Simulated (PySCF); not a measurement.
PySCF 2.14 output of an unrestricted BP86 calculation on a single atom or ion in cc-pVDZ-PP with ECP28MDF, with scalar relativity through the core potential:

```
SCF conv_tol = 1e-09
number electrons alpha = 7  beta = 5
    A. D. Becke.,  Phys. Rev. A 38, 3098 (1988)
    J. P. Perdew.,  Phys. Rev. B 33, 8822 (1986)
cycle= 1 E= -46.8106155515121  delta_E= -0.00644  |g|= 0.00841  |ddm|= 0.492
cycle= 2 E= -46.8106525107837  delta_E= -3.7e-05  |g|= 0.00821  |ddm|= 0.0784
cycle= 3 E= -46.8107029712304  delta_E= -5.05e-05  |g|= 0.000417  |ddm|= 0.0568
cycle= 4 E= -46.8107031485821  delta_E= -1.77e-07  |g|= 3.97e-05  |ddm|= 0.00326
cycle= 5 E= -46.8107031502969  delta_E= -1.71e-09  |g|= 9.61e-07  |ddm|= 0.000241
cycle= 6 E= -46.810703150298  delta_E= -1.11e-12  |g|= 2.14e-08  |ddm|= 8.06e-06
converged SCF energy = -46.810703150298  <S^2> = 2.0024855  2S+1 = 3.0016566
```

The run itself started from symmetry-adapted Hartree-Fock orbitals and held the occupation by maximum overlap, on a logarithmic radial grid, so the iterations belong to that start.

Which element, charge and spin multiplicity is this?

Zr (zirconium, neutral), multiplicity 3; the state was [Kr] 4d2 5s2, high-spin 3F determinant.

Energies and moments cover only the electrons outside the core potential.
